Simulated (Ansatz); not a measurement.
C2H6O, charge +1, doublet, geometry from GFN2-xTB (a state made from the parent by changing its charge; the spin is typed, not shown lowest). Base run: HF/6-31G* run with Ansatz (an electronic-structure program).

The Ansatz input:
Ansatz 0.2 input:
```yaml
crystal:
  periodic: [false, false, false]
  atoms:
    - {symbol: C, position_ang: [-1.19094099, 0.21781448, 0.23891101]}
    - {symbol: C, position_ang: [0.04803833, -0.35349676, -0.35038744]}
    - {symbol: O, position_ang: [1.25579202, 0.08279295, 0.05695778]}
    - {symbol: H, position_ang: [-2.07977452, -0.23626278, -0.19233691]}
    - {symbol: H, position_ang: [-1.24684479, 1.30540147, 0.09704701]}
    - {symbol: H, position_ang: [-1.22243436, 0.08766083, 1.32894051]}
    - {symbol: H, position_ang: [0.06353667, -1.47789509, -0.28739423]}
    - {symbol: H, position_ang: [0.03999364, -0.30342599, -1.47551328]}
    - {symbol: H, position_ang: [1.25660309, 0.77627164, 0.74245322]}
basis:
  gaussian:
    orbitals: 6-31G*
hamiltonian:
  xc: hf
total_charge: 1
magnetization: {spin_polarized: true, initial_magnetization: 1}
```

Variants of this job, named by their change:

```json
[
 {"change": "base", "basis functions": "57", "E (Eh)": "-153.72277"},
 {"change": "basis = STO-3G", "basis functions": "21", "E (Eh)": "-151.85750"},
 {"change": "basis = 3-21G", "basis functions": "39", "E (Eh)": "-152.87587"},
 {"change": "basis = def2-SV(P)", "basis functions": "54", "E (Eh)": "-153.58543"},
 {"change": "basis = 6-31+G*", "basis functions": "69", "E (Eh)": "-153.72417"},
 {"change": "basis = cc-pVDZ", "basis functions": "72", "E (Eh)": "-153.74248"},
 {"change": "basis = pc-1", "basis functions": "72", "E (Eh)": "-153.68383"},
 {"change": "basis = def2-SVP", "basis functions": "72", "E (Eh)": "-153.61362"},
 {"change": "basis = 6-311++G**", "basis functions": "108", "E (Eh)": "-153.77366"},
 {"change": "basis = 6-311+G(2d,p)", "basis functions": "117", "E (Eh)": "-153.77834"},
 {"change": "basis = aug-pcseg-1", "basis functions": "123", "E (Eh)": "-153.69745"},
 {"change": "basis = def2-TZVP", "basis functions": "129", "E (Eh)": "-153.79230"},
 {"change": "basis = pc-2", "basis functions": "174", "E (Eh)": "-153.79075"}
]
```

Totals compare only among sets that treat the same electrons; sets with core potentials leave the core out.
